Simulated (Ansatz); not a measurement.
Mo(O)3 anion (MoO₃), SMILES [O]=[Mo](=[O])=[O] (connectivity only; charge and spin as stated), charge -1, multiplicity 2. Atoms are numbered in the order given.

```xyz
4

Mo     0.0000     0.0000     0.0000
O     -1.7392     0.0000     0.0000
O      0.8696     1.5062     0.0000
O      0.8696    -1.5062     0.0000
```
Charge -1, spin multiplicity 2.

Geometry: PBE0-D3(BJ)/def2-SVPD. The spin state was assumed, not searched. The isomer is the one that the SMILES or the coordinates give; other isomers of the formula were not compared. The def2 effective core potentials stand for the cores of Mo; spin–orbit coupling is left out.

Two levels are set side by side: PBE-D3(BJ)/def2-SVPD (Ansatz, an electronic-structure program) and PBE0-D3(BJ)/def2-SVPD (Ansatz). Each level has its own optimised geometry; the coordinates shown are those of the second. Differences are taken from unrounded values.

```
quantity              PBE0-D3(BJ)  PBE-D3(BJ)  PBE-D3(BJ) minus PBE0-D3(BJ)
--------------------  -----------  ----------  ----------------------------
mean bond length (Å)        1.739       1.760                         0.021
bond Mo1–O2 (Å)             1.739       1.760                         0.021
bond Mo1–O3 (Å)             1.739       1.760                         0.021
bond Mo1–O4 (Å)             1.739       1.760                         0.021
```

Exact exchange shortens and stiffens bonds; PBE has none. Differences between two approximate levels are no errors against the true value.
